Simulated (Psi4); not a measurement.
C$_{2}$H$_{6}$B$_{3}$O$_{3}$ (SMILES CB1O[B]OB(C)O1), doublet, at a GFN2-xTB geometry; Psi4 with BLYP/6-31G*.

Here is a job for Psi4.
```
memory 2 GB

molecule {
0 2
  C    -2.55790158   -0.86566015    0.53017802
  B    -1.18241162   -0.13840921    0.21918642
  O    -1.11928408    1.22310200    0.08362467
  B     0.06197779    1.84734260   -0.17682292
  O     1.19739905    1.10807351   -0.30568398
  B     1.16927579   -0.25561509   -0.17840170
  C     2.49114431   -1.11777130   -0.34272207
  O    -0.02840329   -0.85326215    0.08394528
  H    -3.39640881   -0.17723741    0.50962446
  H    -2.74709022   -1.66049684   -0.18648013
  H    -2.52781493   -1.33102643    1.51249990
  H     2.57108729   -1.86671669    0.44022926
  H     3.38374785   -0.50085765   -0.32601280
  H     2.47511902   -1.65297481   -1.28949332
}

set basis 6-31g*
set reference uks
set scf_type dfdirj+link

energy('blyp')
print_variables()
```

Task: What does Psi4 print? Leave out banner, timings and long lists.

Result: 
```
   => Loading Basis Set <=

    Name: 6-31G*
    Role: ORBITAL
    Keyword: BASIS

         ---------------------------------------------------------
                                   SCF
               by Justin Turney, Rob Parrish, Andy Simmonett
                          and Daniel G. A. Smith
                              UKS Reference
         ---------------------------------------------------------

  ==> Geometry <==

    Molecular point group: c1
    Full point group: C1

    Geometry (in Angstrom), charge = 0, multiplicity = 2:

       Center              X                  Y                   Z               Mass
    ------------   -----------------  -----------------  -----------------  -----------------
         C           -2.560499414088    -0.943027422737     0.537307542921    12.000000000000
         B           -1.185009454088    -0.215776482737     0.226315942921    11.009305360000
         O           -1.121881914088     1.145734727263     0.090754192921    15.994914619570
         B            0.059379955912     1.769975327263    -0.169693397079    11.009305360000
         O            1.194801215912     1.030706237263    -0.298554457079    15.994914619570
         B            1.166677955912    -0.332982362737    -0.171272177079    11.009305360000
         C            2.488546475912    -1.195138572737    -0.335592547079    12.000000000000
         O           -0.031001124088    -0.930629422737     0.091074802921    15.994914619570
         H           -3.399006644088    -0.254604682737     0.516753982921     1.007825032230
         H           -2.749688054088    -1.737864112737    -0.179350607079     1.007825032230
         H           -2.530412764088    -1.408393702737     1.519629422921     1.007825032230
         H            2.568489455912    -1.944083962737     0.447358782921     1.007825032230
         H            3.381150015912    -0.578224922737    -0.318883277079     1.007825032230
         H            2.472521185912    -1.730342082737    -1.282363797079     1.007825032230

  Running in c1 symmetry.

  Rotational constants: A =      0.12789  B =      0.05849  C =      0.04073 [cm^-1]
  Rotational constants: A =   3834.14918  B =   1753.52728  C =   1221.06979 [MHz]
  Nuclear repulsion =  327.727260944646616

  Charge       = 0
  Multiplicity = 2
  Electrons    = 57
  Nalpha       = 29
  Nbeta        = 28

  ==> Algorithm <==

  SCF Algorithm Type is DFDIRJ+LINK.
  DIIS enabled.
  MOM disabled.
[...]
      Ntotal   =   56.9999968095 ; deviation = -3.191e-06

   @Spin Contamination Metric:   1.494888407E-03
   @S^2 Expected:                7.500000000E-01
   @S^2 Observed:                7.514948884E-01
   @S   Expected:                5.000000000E-01
   @S   Observed:                5.000000000E-01

    Orbital Energies [Eh]
    ---------------------

    Alpha Occupied:

[...]
    Alpha Virtual:

[...]
     132A      4.279868

    Beta Occupied:

[...]
      28A     -0.265378

    Beta Virtual:

[...]
    Final Occupation by Irrep:
              A
    DOCC [    28 ]
    SOCC [     1 ]
    NA   [    29 ]
    NB   [    28 ]

  @UKS Final Energy:  -380.15909480051857

   => Energetics <=

    Nuclear Repulsion Energy =            327.7272609446466163
    One-Electron Energy =               -1167.5344009576235749
    Two-Electron Energy =                 510.8065479343279094
    DFT Exchange-Correlation Energy =     -51.1585027218694464
    Empirical Dispersion Energy =           0.0000000000000000
    VV10 Nonlocal Energy =                  0.0000000000000000
    Total Energy =                       -380.1590948005185737

  UHF NO Occupations:
  HONO-2 :   27  A 1.9998119
  HONO-1 :   28  A 1.9995166
  HONO-0 :   29  A 1.0000000
  LUNO+0 :   30  A 0.0004834
  LUNO+1 :   31  A 0.0001881
  LUNO+2 :   32  A 0.0000605
  LUNO+3 :   33  A 0.0000057

Computation Completed

Properties will be evaluated at   0.000000,   0.000000,   0.000000 [a0]

Properties computed using the SCF density matrix

 Multipole Moments:

 ------------------------------------------------------------------------------------
     Multipole            Electronic (a.u.)      Nuclear  (a.u.)        Total (a.u.)
 ------------------------------------------------------------------------------------

 L = 1.  Multiply by 2.5417464519 to convert [e a0] to [Debye]
 Dipole X            :          0.2642353           -0.2798245           -0.0155891
 Dipole Y            :          7.8511267           -8.3335688           -0.4824421
 Dipole Z            :         -0.7304980            0.7679519            0.0374539
 Magnitude           :                                                    0.4841448

 ------------------------------------------------------------------------------------

  Variable Map:
  ----------------------------------------------------------------------------
[...]
  Array Variable Map:
  ----------------------------------------------------------------------------
[...]
[...]
```
